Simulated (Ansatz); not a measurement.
Cost against result

The pair of H$_{2}$O (SMILES O, atoms 1–3) and AsH$_{3}$ (SMILES [AsH3], atoms 4–7), both closed shells, in one local arrangement (a lower one may exist), relaxed at PBE0-D4/def2-TZVP:

```xyz
7
angstrom
O 0.1665 -0.3128 -2.5162
H -0.0018 0.5699 -2.8524
H 0.1426 -0.2214 -1.5570
As -0.0320 0.0021 1.1134
H -1.0288 0.8473 1.8860
H -0.3652 -1.2555 1.8943
H 1.1189 0.3703 2.0318
```

Interaction energies are counterpoise-corrected; the time is that of the whole pair.

Program: Ansatz 0.2.0. Basis: as named in each row. Cores are frozen in the correlated methods. Filled d shells of the heavier atoms are correlated. The def2 sets are not built for correlating such inner shells, so the correlated values are less sure here. B3LYP uses VWN-RPA correlation. Extrapolation: Hartree–Fock as exp(−7.88 √X), correlation as X^−2.97.

Times are rough, for one single point on 2 threads of a shared host (Arm Neoverse V2).

The estimate by CCSD(T) at an estimated basis limit (MP2 extrapolated from triple and quadruple zeta, plus CCSD(T) − MP2 in triple zeta) is -8.5 kJ/mol.

```tsv
method	basis	time (s)	interaction energy (kJ/mol)	method less estimate
HF	STO-3G	under 1	-1.7	6.7
PBE-D4	STO-3G	under 1	-10.7	-2.3
SPW92	def2-SVP	under 1	-14.8	-6.3
B3LYP-D4	6-31G	under 1	-11.1	-2.6
PBE-D4	def2-SVP	under 1	-10.0	-1.6
PBE0-D4	def2-SVP	under 1	-9.3	-0.9
CCSD(T)	def2-SVP	1	-3.2	5.3
PBE-D4	def2-TZVPPD	1	-11.4	-3.0
revPBE-D4	def2-TZVPPD	1	-9.0	-0.5
BLYP-D4	def2-TZVPPD	2	-9.0	-0.5
PBE0-D4	def2-TZVPPD	2	-10.6	-2.1
B3LYP-D4	def2-TZVPPD	2	-9.3	-0.9
HSE06-D4	def2-TZVPPD	2	-10.7	-2.2
r2SCAN-D4	def2-TZVPPD	2	-8.8	-0.4
wB97M-V	def2-SVP	3	-7.3	1.2
B2PLYP	def2-TZVPPD	3	-6.9	1.5
wB97X-V	def2-TZVPPD	5	-9.2	-0.7
B97M-V	def2-TZVPPD	6	-8.8	-0.4
wB97M-V	def2-TZVPPD	6	-8.5	0.0
MP2	def2-QZVPPD	9	-8.6	-0.1
CCSD(T)	def2-TZVPPD	38	-7.5	0.9
```

T1 diagnostic: at most 0.012.
